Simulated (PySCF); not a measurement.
CH7FN2Si, SMILES CN[Si@H](N)F. Atoms are numbered in the order given.

```xyz
12

C      2.1856     0.0239     0.9562
N      1.0555    -0.5190     0.2296
Si    -0.4971     0.1770     0.0842
N     -1.5918    -1.0834    -0.3021
F     -0.7035     1.2330    -1.1464
H      1.8354     0.7947     1.6608
H      2.7003    -0.7496     1.5537
H      2.9396     0.5000     0.3011
H      1.2925    -1.2679    -0.4162
H     -0.6979     0.9999     1.3090
H     -2.4590    -0.8752    -0.7860
H     -1.6803    -1.9041     0.2867
```
Charge 0, spin multiplicity 1.

The structure is a stationary point at r2SCAN-D4/def2-SVP. The structure was generated by enumeration; whether it is a known compound was not checked. One conformer was computed; it need not be the lowest.

Level of theory: PBE/def2-TZVP (PySCF).

ESP charges are fitted to the potential on shells at 1.4 to 2.0 van der Waals radii. Atomic charges (e):

```csv
atom,ESP fit,Mulliken,meta-Löwdin,Löwdin
C1,(withheld),-0.27,-0.24,-0.36
N2,(withheld),-0.36,-0.56,-0.09
Si3,0.65,0.57,1.13,-0.08
N4,(withheld),-0.58,-0.74,-0.24
F5,-0.27,-0.31,-0.51,-0.01
H6,(withheld),0.12,0.12,0.12
H7,(withheld),0.12,0.11,0.11
H8,(withheld),0.12,0.11,0.11
H9,0.31,0.21,0.23,0.17
H10,-0.10,-0.08,-0.15,-0.05
H11,0.42,0.23,0.24,0.16
H12,0.38,0.23,0.24,0.16
```

**Question.** What belongs in the gaps? (Estimate from the structure and the level; the computed values follow.)

**Answer.** 
- C1, ESP fit: -0.32
- N2, ESP fit: -0.40
- N4, ESP fit: -1.02
- H6, ESP fit: 0.14
- H7, ESP fit: 0.11
- H8, ESP fit: 0.12

**Question.** Give the Mayer and Wiberg (Löwdin basis) orders of the bonds. (An estimate is asked for; the answer gives what the named calculation found.)

**Answer.** 
```tsv
bond	Mayer	Wiberg
C1–N2	0.99	1.42
N2–Si3	1.22	1.47
Si3–N4	1.17	1.55
Si3–F5	1.12	1.68
C1–H6	0.96	0.91
C1–H7	0.96	0.93
C1–H8	0.96	0.93
N2–H9	0.91	0.88
Si3–H10	0.91	0.89
N4–H11	0.92	0.95
N4–H12	0.92	0.95
```
